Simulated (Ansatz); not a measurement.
Ansatz (a quantum-chemistry and plane-wave program) input (SVWN5/def2-TZVPD):

Ansatz 0.2 input:
```yaml
crystal:
  periodic: [false, false, false]
  atoms:
    - {symbol: Si, position_ang: [-0.55320785, 0.17136907, -0.17273039]}
    - {symbol: F, position_ang: [1.07473403, -0.08299006, 0.27977855]}
    - {symbol: H, position_ang: [-0.70575794, -1.06312497, -1.11161160]}
    - {symbol: H, position_ang: [-1.22193838, -0.58913144, 1.01183005]}
basis:
  gaussian:
    orbitals: def2-TZVPD
hamiltonian:
  xc: {name: SVWN5}
total_charge: -1
output: {forces: true}
```

End of the output:

```
integrals: 0.02 GiB planned
574 factors; their error is unknown
mean field: 0.21 GiB planned
mean field evaluation 1: about -10567.7283 eV, gradient 8.7e1 eV
mean field evaluation 2: about -10543.1215 eV, gradient 1.6e2 eV
mean field evaluation 4: about -10580.6451 eV, gradient 4.1e0 eV
mean field evaluation 8: about -10580.6974 eV, gradient 8.5e-2 eV
mean field evaluation 16: about -10580.6974 eV, gradient 6.2e-5 eV
mean field -10580.69744933 eV, -388.8334594087 hartree, gradient 6.2e-5 eV, S^2 0.000000; 0 other end points of the search recorded, 0 dependent functions left out
the calculation of the forces begins
reference -10580.69748662 eV, -388.8334607788 hartree; 13, 13 occupied and 88, 88 virtual orbitals, 574 factors
Total energy: -10580.69748662 eV, -388.8334607788 hartree
Atom 0 at    -0.553208     0.171369    -0.172730 Å, force     0.254017     0.173969     0.022915 eV/Å
Atom 1 at     1.074734    -0.082990     0.279779 Å, force    -0.229002     0.005771    -0.056955 eV/Å
Atom 2 at    -0.705758    -1.063125    -1.111612 Å, force    -0.006400    -0.095479    -0.008107 eV/Å
Atom 3 at    -1.221938    -0.589131     1.011830 Å, force    -0.018616    -0.084261     0.042147 eV/Å
Dipole moment:     0.332739    -0.115668     0.106704 e Å
```

It need not be the lowest isomer of its formula. Whether it binds its extra electron was not tested at this geometry.
